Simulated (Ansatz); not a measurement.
The cluster Cd3⁺, relaxed as a doublet with UKS r2SCAN/def2-TZVP in Ansatz, starting from the GFN1-xTB geometry. Force threshold 0.02 eV/Å.

In the def2 sets Cd takes a core potential; there is no spin–orbit coupling. The relaxation made no stability test and no search for a lower SCF solution. The structure comes from a short search, and lower isomers may exist.

Start:

Cartesian coordinates in Å:
```
Cd 0.1796 0.1792 -0.8597
Cd -1.6722 -1.7922 -0.2530
Cd 1.4926 1.6130 1.1127
```

(1) Estimate the energy that the relaxation releases and the steps that it takes.

(2) Does the start keep its bonding and symmetry?

(3) Predict the relaxed structure.

Results:

(1) 15.1 kJ/mol, in 7 steps; 8.5 s on 4 threads of Intel Xeon 6975P-C on a shared host. The force fell under the threshold at step 6, but the optimiser went on. No frequencies were taken in this run, so the end may be a saddle point.

(2) By distances, no bond broke or formed. The bond that changes most is Cd1–Cd3, from 2.77 to 2.86 Å (atoms count from 1). Point group C2v at the start, D∞h at the end, both within 0.05 Å; within 0.015 Å the end is C∞v.

(3) 
| atom | x (Å) | y (Å) | z (Å) |
| --- | --- | --- | --- |
| Cd1 | -0.003 | -0.003 | 0.014 |
| Cd2 | -1.869 | -2.011 | -0.814 |
| Cd3 | 1.872 | 2.014 | 0.800 |
Bond lengths (bridged metal pairs left out): 2 × Cd–Cd 2.86 Å.
